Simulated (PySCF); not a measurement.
A calculated (UHF, PySCF 2.14, aug-cc-pVDZ, the non-relativistic Hamiltonian (point nucleus)) atom or ion has these occupied shells.

```
shell  electrons  orbital energy (eV)  rms radius, mean of both spins (bohr)
 1s α          1              -6562.8                                 0.0713
 1s β          1              -6562.8                                 0.0713
 2s α          1              -811.26                                  0.305
 2s β          1              -807.49                                  0.305
 2p α          3              -694.42                                  0.274
 2p β          3              -690.67                                  0.274
 3s α          1              -126.90                                  0.925
 3s β          1              -115.70                                  0.925
 3p α          3              -91.916                                  0.990
 3p β          3              -78.300                                  0.990
 3d α          5              -35.116                                   1.24
```

(1) Name the element and its charge.

Answers

(1) Mn(2+) (manganese, charge +2), in [Ar] 3d5, high-spin 6S determinant.
